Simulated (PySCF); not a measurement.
C₆ coefficients of unlike pairs at M06-L

Calculated with PySCF 2.14 from the dipole response of each species, C₆(A,B) = (3/π) ∫ α_A(iu) α_B(iu) du, in atomic units, from isotropic polarisabilities. For ions this is the dispersion term alone; charge-induced terms of lower order in 1/R come first.

| species | configuration | basis | relativity | α (bohr³) | C₆ (like pair) |
| --- | --- | --- | --- | --- | --- |
| Mn⁺ | [Ar] 3d5 4s1 (7S) | aug-cc-pwCVTZ-DK (10s9p7d4f3g) | spin-free X2C | 32.36 | 178.5 |
| Ru⁺ | [Kr] 4d7 (4F) | aug-cc-pwCVTZ-PP with ECP28MDF (8s8p7d4f3g) | core potential | 16.53 | 106.8 |
| Os | [Xe] 4f14 5d6 6s2 (5D) | aug-cc-pVDZ-PP with ECP60MDF (5s5p4d2f) | core potential | 55.70 | 607.4 |
| Si | [Ne] 3s2 3p2 (3P) | dyall-acv3z (19s12p6d4f) | spin-free X2C | 37.88 | 312.5 |

Question: Estimate C₆ for Si with Ru⁺.

Answer: The integral gives 172.0. The combination rule 2 C_A C_B / (C_A α_B/α_A + C_B α_A/α_B) gives 175.1 and the geometric mean 182.7.

No spin-orbit coupling is included.

The other pairs:

```
    pair     C₆
  Si, Os  433.3
 Os, Mn⁺  328.2
 Si, Mn⁺  234.3
 Os, Ru⁺  243.9
Ru⁺, Mn⁺  129.0
```
